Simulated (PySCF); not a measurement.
Changes within a family of molecules, several properties at once.

PySCF, wB97X-D/def2-SVPD, density fitting, gas phase; each molecule at its own PBE0-D3(BJ)/def2-SVP geometry, one conformer. Singlet excitations by full TDDFT with frozen cores and triplets by Tamm–Dancoff TDDFT. 

Reference: `Cl[Si]Cl`, with HOMO energy -9.74 eV, LUMO energy -1.29 eV, lowest singlet excitation 3.85 eV, lowest triplet excitation 2.41 eV, mean polarisability 57.1 au and dipole moment 1.05 D.

Changes against it:

```json
{"molecule": "I[Si]I", "change": "ligand (both): Cl to I", "Δ HOMO energy (eV)": "+0.84", "Δ LUMO energy (eV)": "-0.43", "Δ lowest singlet excitation (eV)": "-1.14", "Δ lowest triplet excitation (eV)": "-0.60", "Δ mean polarisability (au)": "+50.6", "Δ dipole moment (D)": "-0.46"}
{"molecule": "N[Si]N", "change": "ligand (both): Cl to NH2", "Δ HOMO energy (eV)": "+1.45", "Δ LUMO energy (eV)": "+2.65", "Δ lowest singlet excitation (eV)": "+1.39", "Δ lowest triplet excitation (eV)": "+0.96", "Δ mean polarisability (au)": "-7.7", "Δ dipole moment (D)": "+1.23"}
{"molecule": "C[Si]C", "change": "ligand (both): Cl to Me", "Δ HOMO energy (eV)": "+1.94", "Δ LUMO energy (eV)": "+0.91", "Δ lowest singlet excitation (eV)": "-1.30", "Δ lowest triplet excitation (eV)": "-1.09", "Δ mean polarisability (au)": "+2.4", "Δ dipole moment (D)": "+0.43"}
{"molecule": "Br[Si]Br", "change": "ligand (both): Cl to Br", "Δ HOMO energy (eV)": "+0.30", "Δ LUMO energy (eV)": "-0.21", "Δ lowest singlet excitation (eV)": "-0.48", "Δ lowest triplet excitation (eV)": "-0.24", "Δ mean polarisability (au)": "+17.6", "Δ dipole moment (D)": "-0.13"}
```

Rows whose labels were lost:

```tsv
row	Δ HOMO energy (eV)	Δ LUMO energy (eV)	Δ lowest singlet excitation (eV)	Δ lowest triplet excitation (eV)	Δ mean polarisability (au)	Δ dipole moment (D)
P	-0.73	+0.73	+1.68	+0.83	-28.7	+0.31
Q	+1.03	+0.04	-1.52	-1.21	-22.1	-0.81
```

Problem. Which row belongs to which of `[H][Si][H]` (ligand (both): Cl to H) and `F[Si]F` (ligand (both): Cl to F)?

Solution. P = `F[Si]F` and Q = `[H][Si][H]`. P and Q are told apart most clearly by the lowest singlet excitation (+1.68 against -1.52 eV).

Problem. Which row has the smallest HOMO–LUMO gap and which the largest, and does the HOMO or the LUMO shift more there?

Solution. Smallest, counted from the reference: `I[Si]I`, -1.27 eV (HOMO +0.84, LUMO -0.43), the larger shift being that of the HOMO. Largest: P, +1.46 eV (HOMO -0.73, LUMO +0.73), the larger shift being that of neither alone.
